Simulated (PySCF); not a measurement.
## TcNCl₄: from structure and modes to constants

Computed with PySCF, B3LYP, basis Tc def2-SVP with ECP28, N def2-SVP, Cl def2-SVP (scalar-relativistic core potentials, no spin–orbit coupling, density fitting).

The singlet minimum has C4v symmetry. Masses (u): Tc 98.90722, N 14.00307, Cl 34.96885.

```xyz
6
charge 0 multiplicity 1, angstrom
Tc    0.0000    0.0000    0.1782
N     0.0000    0.0000    1.7772
Cl    2.2649    0.0000   -0.3040
Cl    0.0000    2.2649   -0.3040
Cl   -2.2649    0.0000   -0.3040
Cl    0.0000   -2.2649   -0.3040
```

Harmonic wavenumbers (cm⁻¹): 60.0 (b1, ×1), 146.6 (e, ×2), 179.9 (a1, ×1), 216.8 (b2, ×1), 285.2 (e, ×2), 292.5 (b1, ×1), 365.7 (a1, ×1), 381.0 (e, ×2), 1187.5 (a1, ×1).

**Question.** Find the principal moments of inertia and the rotational constants. What kind of rotor is it?

**Answer.** About the centre of mass I = 419.06, 419.06, 717.53 u Å². With B = 16.8576/I this gives 0.04023, 0.04023, 0.02349 cm⁻¹. The molecule is an oblate symmetric top.

**Question.** What is the harmonic zero-point energy?

**Answer.** Half the sum of all 12 wavenumbers, 3928/2 = 1964 cm⁻¹, which is 23.5 kJ/mol (1 cm⁻¹ = 0.0119627 kJ/mol).

**Question.** Find the vibrational entropy and heat capacity at 298.15 K.

**Answer.** With u = 1.43878 ω/T, each mode gives S = R[u/(eᵘ−1) − ln(1−e⁻ᵘ)] and C = R u² eᵘ/(eᵘ−1)².
```json
{"ω (cm⁻¹)": "60.0", "u": "0.290", "S (J/(mol K))": "18.64", "C (J/(mol K))": "8.26"}
{"ω (cm⁻¹)": "146.6 (×2)", "u": "0.708", "S (J/(mol K))": "11.36", "C (J/(mol K))": "7.98"}
{"ω (cm⁻¹)": "179.9", "u": "0.868", "S (J/(mol K))": "9.75", "C (J/(mol K))": "7.81"}
{"ω (cm⁻¹)": "216.8", "u": "1.046", "S (J/(mol K))": "8.31", "C (J/(mol K))": "7.60"}
{"ω (cm⁻¹)": "285.2 (×2)", "u": "1.376", "S (J/(mol K))": "6.29", "C (J/(mol K))": "7.12"}
{"ω (cm⁻¹)": "292.5", "u": "1.412", "S (J/(mol K))": "6.11", "C (J/(mol K))": "7.06"}
{"ω (cm⁻¹)": "365.7", "u": "1.765", "S (J/(mol K))": "4.59", "C (J/(mol K))": "6.45"}
{"ω (cm⁻¹)": "381.0 (×2)", "u": "1.839", "S (J/(mol K))": "4.33", "C (J/(mol K))": "6.32"}
{"ω (cm⁻¹)": "1187.5", "u": "5.730", "S (J/(mol K))": "0.18", "C (J/(mol K))": "0.89"}
```
The sums over all modes are S = 91.5 and C = 80.9 J/(mol K); the softest mode gives 20 % of the entropy (each member, where degenerate).

**Question.** Give the standard entropy (298.15 K, 1 bar) by its translational, rotational, vibrational and spin parts, and Cp.

**Answer.** Sackur–Tetrode with M = 252.79 u gives 177.9; rotation with symmetry number 4 gives 114.5; vibration 91.5; spin R ln 1 = 0.0. The total is 383.9 J/(mol K), and Cp = 4 R + 80.9 = 114.2 J/(mol K).

This need not be the most stable arrangement of these atoms.
